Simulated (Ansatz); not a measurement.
`FC([SiH3])Cl` → `FCCl` + `[SiH2]` at 600 K and 1 bar (silylene formation by 1,1-elimination).

Computed with Ansatz on PBE0-D4/def2-TZVP structures; ΔE is electronic, products minus reactants. CCSD(T)/CBS is the MP2 limit (def2-TZVPP, def2-QZVPP) plus CCSD(T) − MP2 in def2-TZVPP, frozen cores. This one scheme is used for every species.

| species | CCSD(T)/CBS energy (Eh) | H − E (kJ/mol) | S (J/(mol·K)) |
| --- | --- | --- | --- |
| `FC([SiH3])Cl` | -889.08323 | 169.0 | 391.6 |
| `FCCl` | -598.81139 | 110.6 | 304.1 |
| `[SiH2]` | -290.19011 | 52.1 | 233.9 |

H − E and S are ideal-gas, rigid-rotor, harmonic terms from PBE0-D4/def2-TZVP, for one conformer and one mirror image of each species. 1 Eh = 2625.50 kJ/mol, R = 8.31446 J/(mol·K).

By hand: ΔE, ΔH, ΔS and ΔG.

ΔE = (-598.81139) + (-290.19011) − (-889.08323) = 0.08173 Eh = 214.6 kJ/mol. Δ(H − E) = 110.6 + 52.1 − 169.0 = -6.3, so ΔH = 208.3 kJ/mol. ΔS = 304.1 + 233.9 − 391.6 = 146.4 J/(mol·K). ΔG = 208.3 − 600 × (146.4)/1000 = 120.5 kJ/mol.

By hand: the equilibrium constant, and the temperature at which ΔG would vanish if ΔH and ΔS stayed fixed.

log₁₀ K = −ΔG/(RT ln 10) = -10.5. ΔG = 0 at ΔH/ΔS = 1423 K.

The number of gas molecules changes by +1, which sets the sign of ΔS. A doubt of 5 kJ/mol in ΔE shifts log₁₀ K by 0.4 here. Other conformers and mirror images would add mixing entropy, several J/(mol·K) or more a flexible species. These are equilibria of isolated gas molecules and say nothing of rates. Largest T1 diagnostic: 0.014 (customary marks: 0.02 for closed shells, 0.045 for open ones).
